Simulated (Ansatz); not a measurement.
Ansatz (a program for electronic structure) input (RI-MP2/aug-cc-pVTZ):
A basis named .json is the Basis Set Exchange file of that set.

Ansatz 0.2 input:
```yaml
crystal:
  periodic: [false, false, false]
  atoms:
    - {symbol: B, position_ang: [-0.02153420, 0.35605286, 0.38346181]}
    - {symbol: N, position_ang: [-1.25110352, -0.07229965, -0.12894415]}
    - {symbol: N, position_ang: [1.25867929, -0.05296034, -0.00595836]}
    - {symbol: H, position_ang: [-1.35002767, -0.75446485, -0.86932570]}
    - {symbol: H, position_ang: [-2.12882695, 0.27572559, 0.21101838]}
    - {symbol: H, position_ang: [2.09350723, 0.30826107, 0.41792358]}
    - {symbol: H, position_ang: [1.43998802, -0.73296619, -0.73260778]}
basis:
  gaussian:
    orbitals: aug-cc-pVTZ
    fitting: {mean_field: def2-universal-jkfit, correlation: aug-cc-pVTZ-RIFIT.json}
magnetization: {spin_polarized: true, initial_magnetization: 1}
correlation: {method: mp2, electrons: outside_noble_gas}
```

End of the output:

```
integrals: 0.19 GiB planned
301 factors; integrals over basis functions are off by at most 8.7e-1 eV
502 factors; integrals over basis functions are off by at most 6.3e-1 eV
0.62 GiB of device memory are held for the factors and their scratch space
mean field: 0.59 GiB planned
mean field evaluation 1: about -3695.6968 eV, gradient 3.3e1 eV
mean field evaluation 2: about -3699.2958 eV, gradient 1.7e1 eV
mean field evaluation 4: about -3700.5654 eV, gradient 8.1e-1 eV
mean field evaluation 8: about -3700.5796 eV, gradient 2.9e-6 eV
mean field -3700.57961553 eV, -135.9937925278 hartree, gradient 2.9e-6 eV, S^2 0.754464; 0 other end points of the search recorded, 0 dependent functions left out
3 core orbitals not correlated
reference -3700.57961553 eV, -135.9937925278 hartree; 9, 8 occupied and 218, 219 virtual orbitals, 502 factors
second order -13.98995121 eV of doubles, -0.00000000 eV of singles
Total energy: -3714.56956674 eV, -136.5079137521 hartree
```

It need not be the lowest isomer of its formula.
